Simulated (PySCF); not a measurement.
A structure optimised at B3LYP-D3(BJ)/def2-SVP, used in a PySCF frequency run:

```
O
C 1 1.4163
H 2 1.0997 1 108.27
H 2 1.1034 3 108.61 1 121.02
H 2 1.1050 3 108.29 4 117.75
Si 1 1.6371 2 126.30 3 -178.56
F 6 1.6192 1 109.52 2 -57.19
H 6 1.4754 7 107.17 1 -123.23
Cl 6 2.0463 8 110.75 7 118.53
```

Write its SMILES and formula.

CO[SiH](F)Cl, CH₄ClFOSi

What are its rotational constants (standard atomic weights)?

5.3221, 1.9794, 1.5535 GHz
